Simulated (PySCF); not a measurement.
Species: B2H6NP.
Cartesian coordinates in Å at the PBE0-D3(BJ)/def2-SVP level; atoms count from 1:
```
atom  x, y, z in Å
B1     1.9768   -0.1331    0.0514
P2     0.5050   -0.9567    0.7325
B3    -1.2303   -0.2550    0.4255
N4    -1.4315    1.1027    0.2140
H5     2.9977   -0.7480   -0.1289
H6     1.9289    1.0640   -0.1135
H7     0.5080   -2.3619    0.6097
H8    -2.1690   -1.0140    0.4598
H9    -2.3527    1.4978    0.0805
H10   -0.6825    1.7824    0.1688
```

Computed with PBE0-D3(BJ)/def2-SVP geometry optimisation, gas phase in PySCF 2.14.0.

Masses are those of the commonest isotopes; rigid-rotor values at the optimised geometry. The values belong to one conformer with, in the numbering `[BH2:1][PH:2][BH:3][NH2:4]`, H–B1–P2–B3 -157° and 29°, B1–P2–B3–N4 -28°.

**Question.** What are A, B and C (GHz)?

**Answer.** Ia = 42.54, Ib = 140.28, Ic = 179.91 u·Å²; 505379 MHz·u·Å²/I gives 11881, 3603 and 2809 MHz, that is A = 11.881, B = 3.6025, C = 2.8091 GHz.

**Question.** What kind of rotor is it?

**Answer.** An asymmetric top. Ray's parameter κ = (2B − A − C)/(A − C) = -0.825; −1 is the prolate and +1 the oblate limit.

**Question.** What does the inertial defect say?

**Answer.** Not planar: Δ = Ic − Ia − Ib = -2.91 u·Å². For a rigid frame Δ = −2 Σ m c², so Σ m c² = 1.45 u·Å² lies off the ab plane: 0.65 from hydrogen and 0.80 from heavier atoms. The atom farthest from that plane is 0.46 Å away.

**Question.** Which types of transition are allowed, and where do some lines up to J = 4 fall?

**Answer.** The dipole components are |μa| = 2.24 D, |μb| = 0.57 D, |μc| = 0.11 D. Intensities carry the squares of the components, which stand as 1.00 : 0.06 : 0.00 (a : b : c). Some of the stronger lines:

```
type  branch         J(Ka,Kc)    MHz  lower level (cm⁻¹)
   a       Q  1(1,0) ← 1(1,1)    793               0.490
   a       Q  4(2,2) ← 4(2,3)    799               3.295
   a       Q  2(1,1) ← 2(1,2)   2380               0.891
   a       Q  3(1,2) ← 3(1,3)   4758               1.492
   a       R  1(0,1) ← 0(0,0)   6412               0.000
   a       Q  4(1,3) ← 4(1,4)   7918               2.291
   a       R  2(1,2) ← 1(1,1)  12030               0.490
   a       R  2(0,2) ← 1(0,1)  12769               0.214
   a       R  2(1,1) ← 1(1,0)  13617               0.516
   a       R  3(1,3) ← 2(1,2)  18012               0.891
   a       R  3(0,3) ← 2(0,2)  19019               0.640
   a       R  3(2,2) ← 2(2,1)  19235               1.799
   a       R  3(2,1) ← 2(2,0)  19450               1.801
   a       R  3(1,2) ← 2(1,1)  20390               0.971
   a       R  4(1,4) ← 3(1,3)  23957               1.492
   a       R  4(2,3) ← 3(2,2)  25604               2.441
   a       R  4(3,2) ← 3(3,1)  25748               3.889
   a       R  4(3,1) ← 3(3,0)  25762               3.889
   a       R  4(2,2) ← 3(2,1)  26133               2.450
```

**Question.** Estimate the classical rotational partition function at 25 K, 100 K and 298.15 K.

**Answer.** Point group C1, symmetry number σ = 1; q = (√π/σ)·√((kT/h)³/(ABC)), k/h = 20836.6 MHz/K: 1920 at 25 K, 15400 at 100 K, 79100 at 298.15 K.

No frequency check. Constants of a rigid frame at the computed geometry: no zero-point averaging, no centrifugal distortion. Quadrupole hyperfine structure (11B, 14N) is left out.

Hardware: an Arm Neoverse V1 with one thread (shared host). Cost: 30 s wall, 0.38 GiB resident at most. This is the geometry optimisation.
